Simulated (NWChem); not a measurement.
Species: C$_{2}$H$_{4}$GeN$_{2}$; SMILES N#C/N=[CH]\[GeH3]

All runs: NWChem. The geometry was optimised at PBE-D3(BJ)/def2-SVP.

Among these, which level gives the highest value of “orbital gap (eV)”?
(A) B3LYP/STO-3G
(B) B3LYP/def2-SVP
(C) B3LYP/pcseg-1
(D) B3LYP/aug-pcseg-1

A, B3LYP/STO-3G. Values: B3LYP/def2-SVP 4.82; B3LYP/pcseg-1 4.84; B3LYP/aug-pcseg-1 4.85; B3LYP/STO-3G 5.25
